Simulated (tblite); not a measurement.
Start geometry of `C=C[P@H+]1C[C@@H](CC)CC1` from a force field or distance geometry (Å):
```
atom  x, y, z in Å
C1     3.454    1.150    0.624
C2     2.765    0.368   -0.218
P3     1.503   -0.661    0.490
C4     0.576   -1.611   -0.759
C5    -0.727   -1.748    0.017
C6    -1.121   -0.394    0.514
C7    -1.995    0.269   -0.497
C8    -2.474    1.651   -0.126
C9     0.060    0.357    1.005
H10    4.232    1.807    0.307
H11    3.176    1.128    1.683
H12    3.031    0.384   -1.258
H13    1.938   -1.489    1.510
H14    0.410   -1.054   -1.689
H15    1.047   -2.573   -0.980
H16   -1.542   -2.189   -0.591
H17   -0.500   -2.376    0.898
H18   -1.762   -0.588    1.425
H19   -1.566    0.197   -1.508
H20   -2.931   -0.358   -0.523
H21   -2.880    1.698    0.914
H22   -3.353    1.863   -0.790
H23   -1.728    2.447   -0.333
H24    0.149    0.398    2.116
H25    0.227    1.346    0.557
```

Problem. What comes out of this run: GFN2-xTB geometry optimisation, gas phase (tblite)?

Solution. 
```
atom  x, y, z in Å
C1     3.5541    1.0580    0.0041
C2     2.2821    0.7934   -0.2620
P3     1.3498   -0.4455    0.6327
C4     0.5988   -1.7494   -0.3942
C5    -0.8207   -1.8798    0.1806
C6    -1.3040   -0.4816    0.5845
C7    -1.5937    0.3953   -0.6373
C8    -2.3574    1.6682   -0.2912
C9    -0.1787    0.1248    1.4445
H10    4.0963    1.8097   -0.5458
H11    4.1039    0.5402    0.7746
H12    1.7343    1.3161   -1.0368
H13    2.2120   -0.9887    1.5629
H14    0.5873   -1.4212   -1.4366
H15    1.1634   -2.6811   -0.3396
H16   -1.4894   -2.3336   -0.5492
H17   -0.8028   -2.5244    1.0611
H18   -2.2166   -0.5649    1.1793
H19   -0.6493    0.6588   -1.1251
H20   -2.1873   -0.1798   -1.3496
H21   -3.3101    1.4242    0.1710
H22   -2.5573    2.2380   -1.1942
H23   -1.8004    2.3063    0.3908
H24   -0.1972   -0.2714    2.4636
H25   -0.2280    1.2127    1.4999
```

The energy falls by 17.8 kcal/mol over 188 L-BFGS steps, the largest force on an atom goes from 2.76 to 0.009 eV/Å, and the atoms move by 0.776 Å rms after alignment. The bond that changes most is C6–C9 (sp3 CH carbon to sp3 carbon bound to phosphorus), which lengthens by 0.058 Å. Bonds longer at the end by more than 0.005 Å: 8 of 25; shorter: 13. Among the angles that change most is P3–C2–H12, from 124.8° to 115.3°. Among the dihedrals that turn most is H12–C2–P3–C4, from -5° to 57°. Rotational constants go from 2238, 885.8, 726.6 to 2007, 952.1, 771.8 MHz. The orientation of the end geometry is arbitrary; only internal coordinates are fixed.

Time: 1.4 s wall. Hardware: one thread, Arm Neoverse V2 (aarch64) (shared host).

Its GFN2-xTB frequencies are all real (lowest 46 cm⁻¹). 3 starts were optimised and ended at 0.00, 0.30 and 1.37 kcal/mol (GFN2-xTB); the lowest of these is shown.

One conformer stands for the species.

All values are computed, not measured.
